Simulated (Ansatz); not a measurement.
```yaml
crystal:
  periodic: [false, false, false]
  atoms:
    - {symbol: Al, position_ang: [-1.753620, -0.105657, 0.553857]}
    - {symbol: Al, position_ang: [-0.582455, -0.599794, -1.517054]}
    - {symbol: Li, position_ang: [0.943147, 1.785722, 0.085451]}
    - {symbol: Li, position_ang: [0.793058, -1.113228, 0.722494]}
basis:
  gaussian: {orbitals: aug-cc-pVDZ}
total_charge: 1
magnetization: {spin_polarized: true, initial_magnetization: 1}
hamiltonian: {xc: {name: wB97M-V}}
scf: {omitted_lower_state_checks: [starts]}
output: {forces: true}
```

```sh
$ ansatz run in.yaml --threads 4 --pin off --events-out ev --progress --plain --max-ram 3916MiB
```

Shortened log:

```
Functional definition: wB97M-V
942 factors; integrals over basis functions are off by at most 3.4e-4 eV
448 factors; integrals over basis functions are off by at most 1.2e-5 eV
mean field evaluation 1: about -13593.7410 eV, gradient 9.9e0 eV
mean field evaluation 2: about -13594.7112 eV, gradient 3.9e0 eV
mean field evaluation 4: about -13594.8916 eV, gradient 4.5e-1 eV
mean field evaluation 8: about -13594.9239 eV, gradient 8.8e-2 eV
mean field evaluation 16: about -13594.9265 eV, gradient 1.3e-2 eV
mean field evaluation 32: about -13594.9265 eV, gradient 6.8e-5 eV
mean field -13594.92650341 eV, -499.6043340280 hartree, gradient 1.4e-6 eV, S^2 0.752562; 0 other end points of the search recorded, 0 dependent functions left out
reference -13594.92656587 eV, -499.6043363235 hartree; 16, 15 occupied and 84, 85 virtual orbitals, 942 factors
Total energy: -13594.92656587 eV, -499.6043363235 hartree
Atom 0 at    -1.753620    -0.105657     0.553857 Å, force    -0.288869     0.328133     0.384189 eV/Å
Atom 1 at    -0.582455    -0.599794    -1.517054 Å, force     0.146008     0.116742    -0.647606 eV/Å
Atom 2 at     0.943147     1.785722     0.085451 Å, force    -0.273824    -0.091036    -0.108103 eV/Å
Atom 3 at     0.793058    -1.113228     0.722494 Å, force     0.416684    -0.353839     0.371520 eV/Å
Dipole moment:     1.409670     0.580019     0.614526 e Å
Checks for a lower state left out: starts
```

Hardware: 4 threads of Arm Neoverse V1 on a shared host. Wall time 27 s.

The dipole of an ion depends on the origin.
